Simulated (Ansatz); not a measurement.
Reaction (ligand exchange at the In–O bond): `C[N](C)[InH][OH]` + H₂S → `C[N](C)[InH][SH]` + H₂O

Computed with Ansatz on PBE0-D4/def2-TZVP structures; ΔE is electronic, products minus reactants. CCSD(T)/CBS adds triple-zeta CCSD(T) − MP2 to the extrapolated MP2 energy (def2 sets, frozen cores). This one scheme is used for every species. DFT in def2-TZVPP. def2 core potentials past Kr. For In outer-core shells are correlated without core-valence functions, which leaves a few kJ/mol of doubt a bond. One conformer a species, not always the lowest.

| level | ΔE (kJ/mol) |
| --- | --- |
| r2SCAN-D4 | -61.3 |
| CCSD/def2-TZVPP | -61.1 |
| MP2/CBS(def2) | -65.0 |
| CCSD/CBS(def2) | -61.8 |

Problem. What does CCSD(T)/CBS give? (Best estimate.)

Solution. The calculation gave: -62.2 kJ/mol. The listed levels differ from it by 0.9, 1.1, -2.8, 0.4 kJ/mol.

Largest T1 diagnostic among the species: 0.016.

The D4 term adds −4.4 kJ/mol with B3LYP and −2.6 kJ/mol with PBE0; it sums over pairs of atoms, weighted by their polarisabilities, and B3LYP, whose exchange is more repulsive, gets the larger term. From PBE to PBE0 (25 % exact exchange), in def2-TZVPP and without D4, ΔE moves by −6.7 kJ/mol.

B3LYP here is the variant with VWN-RPA as its local correlation; programs differ in this.
